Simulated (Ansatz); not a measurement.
Start from `S[SiH2][O][GeH3]` and change one atom or group to get `[AlH2][O][SiH2]S`.

Ansatz, PBE0-D4/def2-TZVP geometries, multiplicity 1. Each molecule was computed in one conformer, which needn't be the lowest.

Scalar relativity is left out up to krypton.

| property | `S[SiH2][O][GeH3]` |
| --- | --- |
| HOMO–LUMO gap (B3LYP/def2-TZVPP) / eV | 7.04 |
| HOMO energy (ωB97M-V/def2-TZVPP) / eV | -9.84 |
| LUMO energy (B3LYP/def2-TZVPP) / eV | -0.32 |
| HOMO–LUMO gap (ωB97M-V/def2-TZVPP) / eV | 11.50 |
| ideal-gas entropy at 298 K and 1 bar (rigid rotor, harmonic PBE0-D4/def2-TZVP) / J/(mol·K) | 373 |
| LUMO energy (PBE0/def2-TZVPP) / eV | -0.10 |

Question: Give the same properties after the change, and the shifts. (Best estimate.)

Answer: Ansatz gave: 
```json
{"property": "HOMO–LUMO gap (B3LYP/def2-TZVPP) / eV", "`[AlH2][O][SiH2]S`": "5.85", "shift": "-1.19"}
{"property": "HOMO energy (ωB97M-V/def2-TZVPP) / eV", "`[AlH2][O][SiH2]S`": "-9.81", "shift": "0.03"}
{"property": "LUMO energy (B3LYP/def2-TZVPP) / eV", "`[AlH2][O][SiH2]S`": "-1.48", "shift": "-1.16"}
{"property": "HOMO–LUMO gap (ωB97M-V/def2-TZVPP) / eV", "`[AlH2][O][SiH2]S`": "10.13", "shift": "-1.37"}
{"property": "ideal-gas entropy at 298 K and 1 bar (rigid rotor, harmonic PBE0-D4/def2-TZVP) / J/(mol·K)", "`[AlH2][O][SiH2]S`": "369", "shift": "-4"}
{"property": "LUMO energy (PBE0/def2-TZVPP) / eV", "`[AlH2][O][SiH2]S`": "-1.25", "shift": "-1.15"}
```

The zero-point energy changes by -26.5 kJ/mol with -3 modes. Modes under 60 cm⁻¹, often nearly free rotors, make the harmonic entropy too high.

Positive LUMOs are unbound, so they and the gaps depend on the basis.

B3LYP here is the variant with VWN-RPA as its local correlation; programs differ in this.
